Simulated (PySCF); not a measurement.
SMILES OB(O)N[Si](OC)(C)OC (C3H12BNO4Si), GFN2-xTB optimised geometry.

```
22

Si     0.36    -0.63     0.02
C      1.45    -0.85     1.57
O      1.18    -1.00    -1.34
C      2.38    -0.45    -1.81
O     -0.98    -1.55    -0.01
C     -1.00    -2.95    -0.10
N     -0.37     0.94     0.00
B      0.32     2.18     0.00
O      1.68     2.18     0.00
O     -0.31     3.40     0.00
H      2.17    -0.04     1.64
H      0.86    -0.84     2.48
H      2.00    -1.78     1.55
H      2.39    -0.56    -2.90
H      3.23    -0.99    -1.39
H      2.45     0.60    -1.54
H     -0.62    -3.40     0.83
H     -2.03    -3.26    -0.25
H     -0.39    -3.29    -0.93
H     -1.37     0.95     0.00
H      2.03     3.07     0.02
H     -1.27     3.36     0.00
```

Density from B3LYP/def2-SVP run with PySCF at that geometry.

Minimum of the electron density along straight lines between bonded atoms, close to the bond critical point (lines longer than 1.1 times the sum of covalent radii, or with two minima, are not listed):

```csv
bond,length / Å,ρ at the minimum / e bohr⁻³,∇²ρ there / e bohr⁻⁵,position (fraction from the first atom)
Si1–C2,1.906,0.113,0.31,0.38
Si1–O3,1.631,0.128,1.06,0.41
O3–C4,1.405,0.252,-0.31,0.66
Si1–O5,1.626,0.130,1.07,0.41
O5–C6,1.398,0.258,-0.34,0.66
Si1–N7,1.735,0.122,0.71,0.40
N7–B8,1.412,0.206,0.62,0.67
B8–O9,1.366,0.201,1.06,0.33
B8–O10,1.370,0.198,1.05,0.33
C2–H11,1.085,0.273,-0.99,0.63
C2–H12,1.086,0.272,-0.97,0.62
C2–H13,1.087,0.271,-0.96,0.62
C4–H14,1.091,0.283,-1.08,0.63
C4–H15,1.093,0.282,-1.06,0.63
C4–H16,1.089,0.287,-1.13,0.64
C6–H17,1.092,0.282,-1.06,0.63
C6–H18,1.090,0.284,-1.09,0.64
C6–H19,1.090,0.284,-1.09,0.64
N7–H20,1.006,0.332,-1.52,0.76
O9–H21,0.958,0.357,-2.38,0.81
O10–H22,0.955,0.361,-2.39,0.81
```
